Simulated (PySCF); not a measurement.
C2H7BOSi, SMILES B[SiH2]CC=O, singlet, GFN2-xTB optimised geometry.

```
12

B     -0.06    -1.71     2.27
Si     1.33    -0.40     1.86
C      0.89     0.04     0.00
C     -0.57     0.04     0.00
O     -1.30     0.99     0.00
H     -0.01    -2.80     1.84
H     -0.99    -1.45     2.93
H      1.35     0.90     2.56
H      2.74    -0.80     1.78
H      1.30     0.99    -0.31
H      1.29    -0.76    -0.62
H     -1.00    -0.99     0.10
```

Density from B3LYP/def2-TZVP in PySCF at that geometry.

Minimum of the electron density along straight lines between bonded atoms, close to the bond critical point (lines longer than 1.1 times the sum of covalent radii, or with two minima, are not listed):

```json
[
 {"bond": "B1–Si2", "length / Å": "1.955", "ρ at the minimum / e bohr⁻³": "0.122", "∇²ρ there / e bohr⁻⁵": "-0.03", "position (fraction from the first atom)": "0.61"},
 {"bond": "Si2–C3", "length / Å": "1.956", "ρ at the minimum / e bohr⁻³": "0.102", "∇²ρ there / e bohr⁻⁵": "0.11", "position (fraction from the first atom)": "0.39"},
 {"bond": "C3–C4", "length / Å": "1.462", "ρ at the minimum / e bohr⁻³": "0.284", "∇²ρ there / e bohr⁻⁵": "-0.79", "position (fraction from the first atom)": "0.48"},
 {"bond": "C4–O5", "length / Å": "1.202", "ρ at the minimum / e bohr⁻³": "0.430", "∇²ρ there / e bohr⁻⁵": "-0.10", "position (fraction from the first atom)": "0.34"},
 {"bond": "B1–H6", "length / Å": "1.171", "ρ at the minimum / e bohr⁻³": "0.193", "∇²ρ there / e bohr⁻⁵": "-0.37", "position (fraction from the first atom)": "0.44"},
 {"bond": "B1–H7", "length / Å": "1.170", "ρ at the minimum / e bohr⁻³": "0.195", "∇²ρ there / e bohr⁻⁵": "-0.39", "position (fraction from the first atom)": "0.44"},
 {"bond": "Si2–H8", "length / Å": "1.471", "ρ at the minimum / e bohr⁻³": "0.124", "∇²ρ there / e bohr⁻⁵": "0.17", "position (fraction from the first atom)": "0.49"},
 {"bond": "Si2–H9", "length / Å": "1.474", "ρ at the minimum / e bohr⁻³": "0.122", "∇²ρ there / e bohr⁻⁵": "0.17", "position (fraction from the first atom)": "0.49"},
 {"bond": "C3–H10", "length / Å": "1.086", "ρ at the minimum / e bohr⁻³": "0.281", "∇²ρ there / e bohr⁻⁵": "-0.97", "position (fraction from the first atom)": "0.64"},
 {"bond": "C3–H11", "length / Å": "1.086", "ρ at the minimum / e bohr⁻³": "0.278", "∇²ρ there / e bohr⁻⁵": "-0.94", "position (fraction from the first atom)": "0.64"},
 {"bond": "C4–H12", "length / Å": "1.121", "ρ at the minimum / e bohr⁻³": "0.270", "∇²ρ there / e bohr⁻⁵": "-0.92", "position (fraction from the first atom)": "0.65"}
]
```
